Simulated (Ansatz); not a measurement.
System: Cu$_{2}$, net charge 0, singlet state. 
Coordinates optimised at B3LYP-D3(BJ)/def2-TZVP (Ansatz, a first-principles code):
```
Cu
Cu 1 2.2914
```

Total electronic energies in hartree. Valence correlation only, unless marked. No spin-orbit coupling. The frozen core is the preceding noble-gas configuration, with the filled d and f shells of earlier blocks. No relativistic terms. Basis-set limits of correlation are two-point, X^-3; Hartree-Fock from the larger set. [CCSD(T)-MP2]/basis is that difference in the basis named.

The T1 diagnostic of CCSD in the largest basis is 0.029, which is high, so the coupled-cluster rows are less sure than usual.

| level | program | energy (Eh) |
|---|---|---|
| HF/def2-SVP | Ansatz | -3277.39738 |
| SVWN5/def2-TZVPD | Ansatz | [?] |
| r2SCAN/def2-TZVPD | Ansatz | -3281.00946 |
| PBE0/STO-3G | Ansatz | [?] |
| PBE0/6-31G* | Ansatz | -3279.82380 |
| r2SCANh-D4/def2-TZVPD | Ansatz + dftd4 | -3280.96586 |
| HSE06-D3(BJ)/def2-TZVPD | Ansatz + dftd3 | -3280.54912 |
| CAM-B3LYP-D4/def2-TZVPD | Ansatz + dftd4 | [?] |
| wB97X-V/def2-TZVPD | Ansatz | -3280.70773 |
| B2GP-PLYP-D3(BJ)/def2-TZVPD | Ansatz + dftd3 | -3280.19347 |
| B2GP-PLYP/def2-TZVPD | Ansatz | -3280.19066 |
| MP2/6-31G* | Ansatz | -3277.77241 |
| MP2/def2-QZVPP | Ansatz | -3279.01493 |
| MP2/def2-QZVPPD | Ansatz | -3279.01493 |
| RI-MP2/def2-QZVPP | Ansatz | -3279.01468 |
| SCS-MP2/6-31G | Ansatz | -3277.61158 |
| SCS-MP2/6-31G* | Ansatz | -3277.70849 |
| CCSD/def2-SVPD | Ansatz | -3277.94737 |
| CCSD/def2-TZVPP | Ansatz | -3278.74277 |
| CCSD(T)/6-31G* | Ansatz | -3277.73932 |
| CCSD(T)/def2-QZVPP | Ansatz | -3278.92708 |
| RI-MP2/CBS(def2-TZVPP,def2-QZVPP)+[CCSD(T)-MP2]/def2-TZVPP | Ansatz | -3278.9722 |
| CCSD(T)/CBS(def2-TZVPPD,def2-QZVPPD) | Ansatz | -3278.9730 |

**Question.** Some entries are withheld; supply them.

**Answer.** 
- SVWN5/def2-TZVPD, energy (Eh): -3275.54965
- PBE0/STO-3G, energy (Eh): -3242.61992
- CAM-B3LYP-D4/def2-TZVPD, energy (Eh): -3281.24886
